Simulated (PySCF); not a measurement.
Molecule: C2H12O4Si3, SMILES C[Si](C)(O)[SiH2][Si](O)(O)O. Atoms near the plane z = 1.0 Å, at the GFN2-xTB optimised geometry (x, y, z in Å): Si1 (-0.3, 1.8, 0.0), O3 (-1.9, 1.7, 0.4), O4 (0.6, 2.6, 1.1), Si5 (0.7, -0.3, 0.0), Si6 (-0.2, -1.4, 1.9), C8 (-0.4, -3.3, 1.7), O9 (-1.7, -0.7, 2.0), H11 (-2.1, 1.0, 1.0), H12 (0.5, 3.6, 1.2), H13 (2.1, -0.3, 0.0), H18 (-1.0, -3.6, 0.9), H20 (0.6, -3.8, 1.6).

Method: CAM-B3LYP/def2-SVP run with PySCF 2.14.0. Cells within 0.4 Å of a nucleus heavier than hydrogen are left out (blank, or x). The values are rescaled to run from 0 to 1.

```
|00000000000000000000000000000|
|00000000000000000000000000000|
|00000000000000000000000000000|
|00000000000000143000000000000|
|00000000000001788400000000000|
|00000000000002899600000000000|
|00000000000002798510000000000|
|00000000343003777741000000000|
|000000025773158xx873000000000|
|00000002578624878861000000000|
|00000002677632344310000000000|
|00000003898421110000000000000|
|00000004898202432001110000000|
|00000000121001453235651000000|
|00000000011002664358872000000|
|00000001476206997458872000000|
|00000001577327999534541000000|
|00000000466324799411110000000|
|00000000122113575200000000000|
|00000000000025531000000000000|
|00000000000246520000000000000|
|00000000017997443100000000000|
|00000000059998589830000000000|
|00000000069998599970000000000|
|00000000038995389960000000000|
|00000000002431148710000000000|
|00000000000000001000000000000|
|00000000000000000000000000000|
|00000000000000000000000000000|
```
Scale: ten equal steps from 0.000 (start of '0') to 1.00 (end of '9'), in the order '0123456789'; x runs from -6.00 to 6.00, y from -6.00 (bottom) to 6.00 (top).

Task: Which quantity is mapped?
(A) Laplacian of the electron density
(B) electrostatic potential
(C) electron localisation function
(D) an orbital amplitude

Result: C, electron localisation function
